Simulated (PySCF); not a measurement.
# Reading the logs of faulty runs: BCH5OSi

Calculated results; nothing here was measured. The program is PySCF 2.14.0, an open-source quantum chemistry code, run on an isolated molecule that a program drew, which may never have been made. The molecule is BCH5OSi (charge 0, singlet), drawn as the SMILES string `C=BO[SiH3]`.

Each row is a Hartree-Fock (HF) and frozen-core CCSD(T) single point in the cc-pV(D+d)Z basis, meant for a local HF minimum. Run 1 is clean. Each other run has one planted mistake out of seven kinds, and not every kind appears here: one electron removed, one electron added, multiplicity raised by two, geometry at a saddle point, minimal basis STO-3G, one bond length entered in bohr, all coordinates scaled. The reference is restricted for singlets and unrestricted otherwise, and also for a bond in bohr. Adding or removing an electron swaps singlet and doublet. Electrons count all cores. HOMO and LUMO are orbital energies over both spins, the gradient is its largest component, and the lowest frequency (negative if imaginary) is given only where the gradient is small. Bond lengths are over the 8 bonds as drawn. T1 is the CCSD diagnostic: over 0.02 (restricted) or 0.045 (unrestricted) a single reference is doubtful.

Geometry of the clean run:
```xyz
9
BCH5OSi, angstrom
C    -2.9749    0.9690    1.7265
B    -2.0006    0.4348    0.8922
O    -1.0858   -0.0688    0.1104
Si   -0.1644   -1.4660   -0.0155
H    -2.7146    1.5746    2.5859
H    -4.0297    0.8097    1.5395
H     1.2488   -1.0638    0.0607
H    -0.5158   -2.3799    1.0854
H    -0.4669   -2.0701   -1.3224
```

```
run,electrons,basis functions,<S^2>,HOMO (eV),LUMO (eV),gradient (hartree/bohr),lowest frequency (cm^-1),mean bond (Å),longest bond (Å),T1,HF (hartree),CCSD(T) (hartree),mistake
1,38,90,0.000,-8.18,3.19,3.9e-05,44,1.3693,1.678,0.0136,-429.29815,-429.84650,no fault
2,39,90,0.757,2.11,8.52,7.0e-02,-,1.3693,1.678,0.0204,-429.19965,-429.76982,one electron added
3,38,90,1.147,-8.49,3.25,1.1e-02,-,1.5238,2.626,0.0330,-429.13473,-429.66265,?
4,37,90,0.756,-17.53,-5.58,1.1e-01,-,1.3693,1.678,0.0168,-429.05085,-429.55875,?
```

**Which mistake was planted in run 3, and what did it cost?**

The mean bond changes by a factor of 1.113 and the longest by 1.565, so the molecule wasn't scaled as a whole. A length L in bohr read as angstrom grows by (1/0.5292 - 1) L = 0.890 L. The 8 bonds together grew by 8 x 0.1545 = 1.236 Å, which gives L = 1.389 Å. That is bond C1-B2, 1.389 Å in the clean geometry. So the mistake is: one bond length entered in bohr. Subtracting run 1 and multiplying by 627.51 kcal/mol a hartree, the energy moved by 102.5 kcal/mol in HF and 115.4 kcal/mol in CCSD(T).

**Which mistake was planted in run 4, and what did it cost?**

It counts 37 electrons, one fewer than the clean run, at the same geometry and basis. So the mistake is: one electron removed. Subtracting run 1 and multiplying by 627.51 kcal/mol a hartree, the energy moved by 155.2 kcal/mol in HF and 180.6 kcal/mol in CCSD(T).

Cautions from the logs. Run 2: the HOMO is above zero, so the electron isn't bound and the energy depends on the basis.
